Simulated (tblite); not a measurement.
Isomers of C7H15NSi. Calculated harmonic vibrations of the isolated species, GFN2-xTB (tblite), most abundant isotopes, no scaling. Errors from tens to a few hundred cm⁻¹ against measured bands are possible. Modes of hydrogen on silicon can be 10 to 20 % off. One conformer each.

Electronic energies: GFN2-xTB at the same geometries; isomer energies are rough at this level and their order can be wrong.

```csv
SMILES,"electronic energy, lowest = 0 (kJ/mol)"
C=C(C)[Si@H](/C=C\C)NC,299.7
C=C1C[C@@H](CC)[C@H]1N[SiH3],169.1
C1CCN([SiH]2CCC2)C1,133.2
C=CN([SiH3])[C@H](C)C1CC1,182.2
C=C[SiH2]C[C@@](C)(N)C=C,384.4
[SiH3]N[C@]12CC[C@H](CC1)C2,0.0
C=C[C@@]1(N(C)C)[SiH2][C@@H]1C,369.5
C=C([SiH3])/C=N/C(C)(C)C,258.7
```

Q: How do GFN2-xTB zero-point energies change the relative energies?

A: 
```
                        SMILES  ZPE (kJ/mol)  of it from modes above 1550 cm⁻¹  electronic (kJ/mol)  with ZPE, lowest = 0 (kJ/mol)  lowest mode (cm⁻¹)  rings
   [SiH3]N[C@]12CC[C@H](CC1)C2         537.4                             257.6                  0.0                            0.0                  54      2
           C1CCN([SiH]2CCC2)C1         547.6                             263.5                133.2                          143.4                  32      2
  C=C1C[C@@H](CC)[C@H]1N[SiH3]         523.9                             269.4                169.1                          155.5                  48      1
     C=CN([SiH3])[C@H](C)C1CC1         522.4                             270.4                182.2                          167.2                  37      1
      C=C([SiH3])/C=N/C(C)(C)C         514.7                             277.7                258.7                          236.0                   1      0
        C=C(C)[Si@H](/C=C\C)NC         527.4                             287.8                299.7                          289.7                  27      0
C=C[C@@]1(N(C)C)[SiH2][C@@H]1C         524.2                             272.0                369.5                          356.3                  82      1
      C=C[SiH2]C[C@@](C)(N)C=C         521.2                             296.9                384.4                          368.2                  31      0
```

The zero-point energies span 32.9 kJ/mol, from `C=C([SiH3])/C=N/C(C)(C)C` to `C1CCN([SiH]2CCC2)C1`. The order is unchanged.

Q: What do entropy and thermal enthalpy add at 298.15 K and 1 bar (rigid rotor, harmonic oscillator, one conformer each)?

A: 
| SMILES | point group | symmetry number | S (J/(mol K)) | H − H(0) (kJ/mol) | ZPE + H − H(0) − TS (kJ/mol) |
| --- | --- | --- | --- | --- | --- |
| [SiH3]N[C@]12CC[C@H](CC1)C2 | C1 | 1 | 395.5 | 27.40 | 446.9 |
| C1CCN([SiH]2CCC2)C1 | C1 | 1 | 421.6 | 29.09 | 450.9 |
| C=C1C[C@@H](CC)[C@H]1N[SiH3] | C1 | 1 | 443.8 | 33.01 | 424.5 |
| C=CN([SiH3])[C@H](C)C1CC1 | C1 | 1 | 450.4 | 33.53 | 421.6 |
| C=C(C)[Si@H](/C=C\C)NC | C1 | 1 | 476.8 | 37.29 | 422.5 |
| C=C[C@@]1(N(C)C)[SiH2][C@@H]1C | C1 | 1 | 436.1 | 34.30 | 428.5 |
| C=C[SiH2]C[C@@](C)(N)C=C | C1 | 1 | 466.6 | 35.83 | 417.9 |

Not tabulated: `C=C([SiH3])/C=N/C(C)(C)C` (lowest mode only 1 cm⁻¹).
